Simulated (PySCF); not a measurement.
Species: C₅H₁₃GeN.
Cartesian coordinates in Å at the PBE0-D3(BJ)/def2-SVP level; atoms count from 1:
```
atom  x, y, z in Å
C1    -2.6669    0.1317    0.7008
C2    -1.7410    0.1988   -0.2638
C3    -1.9300   -0.3878   -1.6302
Ge4   -0.0407    1.0741    0.1013
N5     1.2745   -0.1685   -0.2403
C6     1.1971   -1.4424    0.4259
C7     2.6181    0.2675   -0.5108
H8    -2.5029    0.5644    1.6931
H9    -3.6341   -0.3600    0.5350
H10   -2.8807   -0.9364   -1.7151
H11   -1.9179    0.4006   -2.4016
H12   -1.1024   -1.0719   -1.8794
H13    0.2481    2.2407   -0.8653
H14   -0.0566    1.5909    1.5654
H15    1.6897   -1.4539    1.4227
H16    0.1467   -1.7401    0.5730
H17    1.6808   -2.2305   -0.1814
H18    2.6146    1.2263   -1.0524
H19    3.2371    0.4012    0.4030
H20    3.1439   -0.4669   -1.1492
```

Level of theory: TDDFT CAM-B3LYP/def2-SVPD, vertical, gas phase, core orbitals frozen in the response in PySCF 2.14.0, density-fitted response routines. Relativistic effects, spin–orbit coupling among them, are left out although an element past zinc is present.

Ground-to-excited transition dipoles (e·a0, same axes as the geometry; the sign carries no meaning), for the states with f of 0.002 or more among the lowest 8:

```tsv
state	E (eV)	μx	μy	μz
S1	5.472	0.219	-0.083	0.084
S2	5.876	-0.002	0.196	0.384
S3	6.339	0.297	-0.189	-0.043
S4	6.594	-0.138	-0.268	-0.193
S6	6.871	-0.051	-0.154	0.219
S7	7.019	1.226	0.111	-0.698
S8	7.143	0.066	-0.195	0.335
```

(1) Work out the oscillator strengths.

(2) Which bond between heavy atoms lies closest to the direction of the S7 transition dipole?

(3) What angle do the transition dipoles of S3 and S6 make?

(4) How is the summed strength of these states shared among x, y and z?

(5) What peak molar absorption coefficient would the strongest computed level give as a lone Gaussian band 0.5 eV wide at half height?

Answers

(1) f = (2/3) ΔE |μ|² with ΔE in hartree (27.2114 eV).

| state | \|μ\|² (au) | \|μ\| (D) | f |
| --- | --- | --- | --- |
| S1 | 0.062 | 0.63 | 0.008 |
| S2 | 0.186 | 1.10 | 0.027 |
| S3 | 0.126 | 0.90 | 0.020 |
| S4 | 0.128 | 0.91 | 0.021 |
| S6 | 0.074 | 0.69 | 0.013 |
| S7 | 2.002 | 3.60 | 0.344 |
| S8 | 0.155 | 1.00 | 0.027 |

(2) C1–C2, at 17° from it; next N5–C7 at 22°.

(3) |cos θ| = |μa·μb| / (|μa| |μb|) = 0.05, so θ ≈ 87° (taken between 0 and 90°, since the signs are arbitrary).

(4) (2/3) Σ ΔE μα² gives 0.283 for x, 0.036 for y and 0.140 for z, 0.459 in all.

(5) ε(max) = 2.175×10⁸ f / FWHM, with the width in cm⁻¹. S7: 2.175×10⁸ × 0.3443 / 4033 ≈ 19000 L mol⁻¹ cm⁻¹.

The vertical ionisation energy (ΔSCF) is 7.98 eV, 0.84 eV above S8.

One conformer stands for the species.
